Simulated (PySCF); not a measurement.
# The second ionisation energy along group 15

All values are computed (PySCF 2.14, energy differences of UHF-based or UKS calculations, no spin-orbit coupling). Values in eV. The last column holds reference values (NIST; (s) semi-empirical, (t) theoretical, else measured). Unmarked ones compare directly (S terms, centres of terms, or small fine structure); those marked * lie between the lowest fine-structure levels and include a spin-orbit shift.

```csv
element,configurations,UHF,PBE0,MP2 (valence),SCS-MP2 (valence),r2SCAN,reference
"N (x2c-TZVPall, spin-free X2C)",[He] 2s2 2p2 → [He] 2s2 2p1,29.203,29.906,29.611,29.478,30.132,29.601 (s) *
"P (x2c-TZVPall, spin-free X2C)",[Ne] 3s2 3p2 → [Ne] 3s2 3p1,19.151,19.810,19.583,19.495,19.927,19.769 (s) *
"As (x2c-TZVPall, spin-free X2C)",[Ar] 3d10 4s2 4p2 → [Ar] 3d10 4s2 4p1,17.939,18.532,18.313,18.240,18.685,18.589 *
"Sb (x2c-TZVPall, spin-free X2C)",[Kr] 4d10 5s2 5p2 → [Kr] 4d10 5s2 5p1,16.010,16.533,16.310,16.247,16.640,16.626 ± 0.025 *
```

"Valence" correlates the outer s and p shells and, in groups 3 to 12 and the f block, the outer d or f shell, open or full, or the next shell where the ion has no valence electron left; the wider scheme adds the next inner shell.
